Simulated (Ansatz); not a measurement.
Two shapes of singlet BeH₂.

Shape 1:

```xyz
3

H     0.0000    0.0000   -1.3391
Be    0.0000    0.0000    0.0000
H     0.0000    0.0000    1.3391
```

Shape 2:

```xyz
3

H     0.0167   -0.0469   -1.3340
Be    0.0020    0.0104   -0.0489
H    -0.0145    0.0393    1.3664
```

Basis set: 6-31G* (spherical functions). All electrons are correlated. Charge 0, multiplicity 1.

Computed with Ansatz (development build ahead of 0.2.0); each method stands on the lowest determinant of its kind that the runs found.

(1) Which shape is lower in energy, and by how much in each method?

## Answers

(1)

| method | E(2) − E(1) (eV) |
| --- | --- |
| RHF | 0.069 |
| RHF-MP2 | 0.068 |

Shape 1 is lower.
